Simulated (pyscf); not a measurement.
## [HN=Si–NH₂]•, doublet

Gas-phase minimum from PySCF at ωB97X-D3(BJ)/def2-SVP, one conformer. Other isomers of [HN=Si–NH₂]• were not searched in full and may lie lower. 

SMILES: N=[Si]N
```xyz
6

N      0.5110    -1.2452    -0.6413
Si     0.2415     0.2887    -1.0801
N      0.0436     1.3716     0.2286
H      0.6628    -2.0869    -1.1866
H      0.0896     1.0843     1.2013
H     -0.1317     2.3608     0.1021
```
Charge 0, spin multiplicity 2.

Bond lengths (Å): N1–Si2 1.618, N1–H4 1.014, Si2–N3 1.710, N3–H5 1.015, N3–H6 1.012. Bond angles (°): Si2–N1–H4 131.7, N1–Si2–N3 114.3, Si2–N3–H5 123.3, Si2–N3–H6 122.9, H5–N3–H6 113.8.

Properties at ωB97X-D3(BJ)/def2-SVP:

| Property | Result |
|---|---|
| Harmonic wavenumbers, unscaled | 263, 284, 345, 490, 590, 758, 851, 1050, 1522, 3619, 3698, 3737 cm⁻¹ |
| Zero-point energy | 24.6 kcal/mol |
| Rotational symmetry number | 1 |
| Entropy of this conformer at 298 K and 1 atm, rigid rotor and harmonic oscillator, modes under 100 cm⁻¹ raised to 100 | 285.6 J/(mol K) |
| Dipole moment | 1.75 D |
| Spin expectation value S2 | 0.762 |

Single-point totals, which compare only within one level (frozen core for MP2 and CC):

| level | total energy (hartree) |
|---|---|
| ωB97X-D3(BJ)/def2-TZVP | -400.87528 |
| PBE/def2-TZVP | -400.55496 |
| r²SCAN/def2-TZVP | -400.74545 |
| B3LYP-D3(BJ)/def2-TZVP | -400.86060 |
| PBE0-D3(BJ)/def2-TZVP | -400.58153 |
| M06-2X/def2-TZVP | -400.76029 |
| ωB97M-D3(BJ)/def2-TZVP | -400.89888 |
| UHF/def2-TZVPP | -399.61120 |
| MP2/def2-TZVPP | -400.11608 |
| CCSD/def2-TZVPP | -400.14558 |
| CCSD(T)/def2-TZVPP | -400.16987 |

The CCSD(T) − MP2 part came from Ansatz, without density fitting, on the same reference.
